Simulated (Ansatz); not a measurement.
C₆H₁₀ (SMILES C=CC1CCC1), singlet, geometry from GFN2-xTB; Ansatz (an electronic-structure program) with HF/pcseg-1.

The Ansatz input:
Ansatz 0.2 input:
```yaml
crystal:
  periodic: [false, false, false]
  atoms:
    - {symbol: C, position_ang: [2.57161058, 0.23636756, 0.14455991]}
    - {symbol: C, position_ang: [1.39540557, -0.28171937, -0.15901857]}
    - {symbol: C, position_ang: [0.08568936, 0.32864453, 0.19060673]}
    - {symbol: C, position_ang: [-0.92597199, 0.49160855, -0.96667815]}
    - {symbol: C, position_ang: [-2.00911291, -0.17381732, -0.10665620]}
    - {symbol: C, position_ang: [-0.93153863, -0.59148644, 0.90329913]}
    - {symbol: H, position_ang: [2.65868697, 1.16601371, 0.68327224]}
    - {symbol: H, position_ang: [3.49659731, -0.24195954, -0.12973466]}
    - {symbol: H, position_ang: [1.33664295, -1.21758909, -0.70125132]}
    - {symbol: H, position_ang: [0.23945017, 1.26321035, 0.73236704]}
    - {symbol: H, position_ang: [-0.65404562, -0.09846722, -1.83996055]}
    - {symbol: H, position_ang: [-1.12098601, 1.51471135, -1.28052356]}
    - {symbol: H, position_ang: [-2.55940834, -0.98545649, -0.57839756]}
    - {symbol: H, position_ang: [-2.72085288, 0.53936968, 0.30430455]}
    - {symbol: H, position_ang: [-1.13059100, -0.35412021, 1.94603791]}
    - {symbol: H, position_ang: [-0.66198538, -1.64329766, 0.82720884]}
basis:
  gaussian:
    orbitals: pcseg-1.json
hamiltonian:
  xc: hf
```
The basis file holds pcseg-1 in the JSON format of the Basis Set Exchange.

Task: Predict the main parts of the log of this Ansatz run.

Result: 
```
Functional definition: HF
1884 factors; their error is unknown
mean field evaluation 1: about -6333.7693 eV, gradient 3.6e1 eV
mean field evaluation 2: about -6337.2002 eV, gradient 1.4e1 eV
mean field evaluation 4: about -6337.7302 eV, gradient 9.2e-1 eV
mean field evaluation 8: about -6337.8294 eV, gradient 4.5e-1 eV
mean field -6337.82985240 eV, -232.9109511403 hartree, gradient 2.1e-5 eV, S^2 0.000000; 0 other end points of the search recorded, 0 dependent functions left out
reference -6337.82985240 eV, -232.9109511403 hartree; 23, 23 occupied and 111, 111 virtual orbitals, 1884 factors
Total energy: -6337.82985240 eV, -232.9109511403 hartree
```
